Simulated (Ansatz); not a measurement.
Start from `[O]=[Mo]([OH])([F])=[S]` and change one atom or group to get `[NH2][Mo](=[O])([F])=[S]`.

Ansatz, PBE0-D4/def2-TZVP geometries, multiplicity 1. Each molecule was computed in one conformer, which needn't be the lowest.

Elements past krypton have def2 core potentials.

| property | `[O]=[Mo]([OH])([F])=[S]` |
| --- | --- |
| size of the dipole moment (PBE/def2-TZVPP) / D | 2.61 |
| LUMO energy (ωB97M-V/def2-TZVPP) / eV | -0.96 |
| HOMO–LUMO gap (PBE/def2-TZVPP) / eV | 3.06 |
| HOMO energy (PBE0/def2-TZVPP) / eV | -8.02 |
| HOMO–LUMO gap (B3LYP/def2-TZVPP) / eV | 4.54 |
| HOMO energy (ωB97M-V/def2-TZVPP) / eV | -10.12 |

**Question.** Give the same properties after the change, and the shifts. (Best estimate.)

**Answer.** Computed: 
| property | `[NH2][Mo](=[O])([F])=[S]` | shift |
| --- | --- | --- |
| size of the dipole moment (PBE/def2-TZVPP) / D | 3.62 | 1.01 |
| LUMO energy (ωB97M-V/def2-TZVPP) / eV | -0.91 | 0.05 |
| HOMO–LUMO gap (PBE/def2-TZVPP) / eV | 2.98 | -0.08 |
| HOMO energy (PBE0/def2-TZVPP) / eV | -7.85 | 0.17 |
| HOMO–LUMO gap (B3LYP/def2-TZVPP) / eV | 4.46 | -0.08 |
| HOMO energy (ωB97M-V/def2-TZVPP) / eV | -9.96 | 0.16 |

With PBE0 the HOMO rises by 0.17 eV and the LUMO rises by 0.08 eV, so the gap narrows by about 0.09 eV. PBE moves the HOMO by 0.16 eV and ωB97M-V by 0.16 eV. The zero-point energy changes by 32.6 kJ/mol with +3 modes. Dipoles are sizes alone; their direction can turn.

B3LYP here is the variant with VWN-RPA as its local correlation; programs differ in this.
